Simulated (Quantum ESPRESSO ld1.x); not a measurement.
Ca IV, 17 electrons, occupied as [He] 2s2 2p5 3s2 3p6 (not the ground configuration). Method: non-relativistic Kohn-Sham, revPBE, spin-unpolarised, spherical densities, point nucleus; computed with ld1.x of Quantum ESPRESSO 7.5.

X-ray form factor f0, the Fourier transform of the density (f0(0) = 17):

sin(theta)/lambda (1/angstrom),f0 (electrons)
0.05,16.765
0.1,16.093
0.15,15.082
0.2,13.859
0.25,12.561
0.3,11.300
0.4,9.172
0.5,7.704
0.6,6.774
0.8,5.698
1,4.860
1.25,3.835
1.5,2.961
2,1.894
